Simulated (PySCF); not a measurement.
**`C#C/C=C\OCOC=O`, C6H6O3**

Molfile (atoms numbered from 1):
```
C6H6O3
     RDKit          3D

 15 14  0  0  0  0  0  0  0  0999 V2000
    3.0888    1.6955   -0.4977 C   0  0  0  0  0  0  0  0  0  0  0  0
    2.6170    0.6726   -0.0814 C   0  0  0  0  0  0  0  0  0  0  0  0
    2.0865   -0.5289    0.4265 C   0  0  0  0  0  0  0  0  0  0  0  0
    0.8518   -0.9627    0.1718 C   0  0  0  0  0  0  0  0  0  0  0  0
   -0.0098   -0.2796   -0.6459 O   0  0  0  0  0  0  0  0  0  0  0  0
   -1.3196   -0.7058   -0.6385 C   0  0  0  0  0  0  0  0  0  0  0  0
   -1.9612   -0.3951    0.6009 O   0  0  0  0  0  0  0  0  0  0  0  0
   -2.7276    0.6914    0.6460 C   0  0  0  0  0  0  0  0  0  0  0  0
   -3.0048    1.4100   -0.2617 O   0  0  0  0  0  0  0  0  0  0  0  0
    3.4928    2.5897   -0.8676 H   0  0  0  0  0  0  0  0  0  0  0  0
    2.7351   -1.1212    1.0549 H   0  0  0  0  0  0  0  0  0  0  0  0
    0.4739   -1.8874    0.5924 H   0  0  0  0  0  0  0  0  0  0  0  0
   -1.8308   -0.1813   -1.4535 H   0  0  0  0  0  0  0  0  0  0  0  0
   -1.4036   -1.7975   -0.7473 H   0  0  0  0  0  0  0  0  0  0  0  0
   -3.0929    0.8085    1.6794 H   0  0  0  0  0  0  0  0  0  0  0  0
  1  2  3  0
  2  3  1  0
  3  4  2  0
  4  5  1  0
  5  6  1  0
  6  7  1  0
  7  8  1  0
  8  9  2  0
  1 10  1  0
  3 11  1  0
  4 12  1  0
  6 13  1  0
  6 14  1  0
  8 15  1  0
M  END
```

Method used: GIAO HSE06/6-31G magnetisability, non-relativistic, IEF-PCM acetone (PySCF). Geometry: GFN2-xTB.

(1) What are the magnetisability and the molar susceptibility?

(2) Split it along the inertial axes a, b, c into diamagnetic and paramagnetic parts about the centre of mass, with the quadrupole moment.

Answers

(1) Isotropic -1125 × 10⁻³⁰ J/T², or -67.7 × 10⁻⁶ cm³/mol; principal values -1234, -1157, -983 × 10⁻³⁰ J/T², anisotropy 222 × 10⁻³⁰ J/T² (root of half the summed squared differences of the principal values). The susceptibility is in cgs units.

(2) 
```tsv
axis	χ (10⁻⁶ cm³/mol)	diamagnetic (10⁻⁶ cm³/mol)	paramagnetic (10⁻⁶ cm³/mol)	summed x² of all electrons (Å²)	quadrupole Θ (D Å)
a	-71.7	-451.4	379.7	331.2	-3.90
b	-64.5	-1535.2	1470.7	75.7	+3.89
c	-67.0	-1726.2	1659.2	30.7	+0.01
```
Anisotropies 2χaa − χbb − χcc = -11.9 and 2χbb − χaa − χcc = +9.6 × 10⁻⁶ cm³/mol. Θ is traceless in Buckingham's convention.
